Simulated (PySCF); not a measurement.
IrF₄ (quartet). Method: PySCF, UPBE0, basis Ir def2-SVP with ECP60, F def2-SVP (scalar-relativistic core potentials, no spin–orbit coupling, density fitting).

Harmonic bands of its minimum:

```tsv
ω (cm⁻¹)	IR (km/mol, summed over degenerate members)	degeneracy
129	0.0	1
199	13.3	1
247	17.4	2
267	0.0	1
682	0.0	1
729	0.0	1
743	331	2
```

The central atom is Ir. Infer the point group and assign the bands.

D4h. The modes span b2u + a2u + 2eu + b2g + b1g + a1g: 129 b2u, 199 a2u, 247 eu, 267 b2g, 682 b1g, 729 a1g, 743 eu. The computed geometry has Ir–F 1.838 Å (×4); F–Ir–F 90.0° (×4), F–Ir–F 180.0° (×2).

Only a few start shapes were tried, so a lower isomer may exist. Other spin states or occupations of the open shell can lie lower. No spin–orbit coupling is included, which matters more the heavier the element.
